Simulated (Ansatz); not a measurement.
Task: Predict a relaxed structure of CeF₃, charge 0, doublet, at PBE-D4/def2-SVP (Ansatz).

Result: 
```tsv
atom	x (Å)	y (Å)	z (Å)
Ce1	0.321	0.394	0.179
F2	1.155	-1.449	0.574
F3	0.042	0.564	-1.856
F4	-1.519	0.492	1.103
```
Point group C3v (tolerance 0.1 Å). The metal has 3 neighbours: F 2.06 Å, F 2.06 Å, F 2.06 Å. This is one stationary point.

In the def2 sets Ce takes a core potential; there is no spin–orbit coupling. With an open 4f shell the SCF may have ended on a state above the lowest.
